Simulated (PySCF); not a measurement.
A structure optimised at PBE-D3(BJ)/def2-SVP, used in a PySCF frequency run:

```
C
C 1 1.3489
F 1 1.3540 2 117.14
H 2 1.0990 1 121.10 3 0.00
C 1 1.4868 2 129.04 4 180.00
H 5 1.1045 1 110.66 2 0.00
H 5 1.1101 6 109.14 1 121.59
H 5 1.1101 6 109.14 7 116.81
Cl 2 1.7336 4 115.59 1 180.00
```
Charge 0, spin multiplicity 1.

Q: Write its SMILES, formula and point group.

A: C/C(F)=C\Cl, C3H4ClF, Cs

Q: What are its rotational constants (standard atomic weights)?

A: 8.8899, 2.1990, 1.7830 GHz
